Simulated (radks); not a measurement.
All-electron atom: Be2+ in 2s2 (not the ground configuration).

All-electron calculation, Dirac Kohn-Sham, LDA (Slater exchange, Perdew-Wang correlation), spin-unpolarised, spherical densities, finite nucleus; Fermi nuclear charge, rms radius 2.519 fm. Program: a radial shooting solver on a logarithmic mesh with Libxc functionals.

Energy parts (hartree):
part                    energy
total                 -3.45743
kinetic                3.40854
electron-nucleus      -7.39259
Hartree                1.12846
exchange-correlation  -0.60183

Orbitals (lengths in bohr, moments of r in powers of bohr):
[
 {"orbital": "2s1/2", "occ.": "2", "eigenvalue (hartree)": "-1.25634", "<r^4>": "15.16", "<1/r>": "0.9241"}
]

The highest occupied level is 2s1/2 at -34.187 eV. The electron density at the nucleus is 4.369 e/bohr^3. Summed over all electrons, <r^2> = 6.005 bohr^2, which gives a Langevin (diamagnetic) susceptibility term of -4.76 x 10^-6 cm^3/mol.
